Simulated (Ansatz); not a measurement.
`CC(C)Br` + H₂ → `CCBr` + CH₄ at 700 K and 1 bar (hydrogenolysis of a C–C bond).

Program: Ansatz. Geometries: PBE0-D4/def2-TZVP. ΔE: electronic, gas phase. CCSD(T)/CBS is the MP2 limit (def2-TZVPP, def2-QZVPP) plus CCSD(T) − MP2 in def2-TZVPP, frozen cores. This one scheme is used for every species. For Br outer-core shells are correlated without core-valence functions, which leaves a few kJ/mol of doubt a bond. Scalar relativity is left out up to krypton.

```tsv
species	CCSD(T)/CBS energy (Eh)	H − E (kJ/mol)	S (J/(mol·K))
`CC(C)Br`	-2691.70361	313.2	414.2
H₂	-1.17544	46.8	155.3
`CCBr`	-2652.43806	222.3	358.3
CH₄	-40.46206	145.9	224.0
```

H − E and S are ideal-gas, rigid-rotor, harmonic terms from PBE0-D4/def2-TZVP. The MP2-based limit puts H₂ 0.8 mEh under its directly extrapolated value; such offsets cancel only in part. 1 Eh = 2625.50 kJ/mol, R = 8.31446 J/(mol·K).

Task: By hand: ΔE, ΔH, ΔS and ΔG.

Result: ΔE = (-2652.43806) + (-40.46206) − (-2691.70361) − (-1.17544) = -0.02107 Eh = -55.3 kJ/mol. Δ(H − E) = 222.3 + 145.9 − 313.2 − 46.8 = 8.2, so ΔH = -47.1 kJ/mol. ΔS = 358.3 + 224.0 − 414.2 − 155.3 = 12.8 J/(mol·K). ΔG = -47.1 − 700 × (12.8)/1000 = -56.1 kJ/mol.

Task: By hand: the equilibrium constant, and the temperature at which ΔG would vanish if ΔH and ΔS stayed fixed.

Result: log₁₀ K = −ΔG/(RT ln 10) = 4.2. ΔH and −TΔS have one sign here, so there is no such temperature.

The number of gas molecules stays the same, so ΔS is small and ΔH decides. A doubt of 5 kJ/mol in ΔE shifts log₁₀ K by 0.4 here. These are equilibria of isolated gas molecules and say nothing of rates. Largest T1 diagnostic: 0.008 (customary marks: 0.02 for closed shells, 0.045 for open ones).
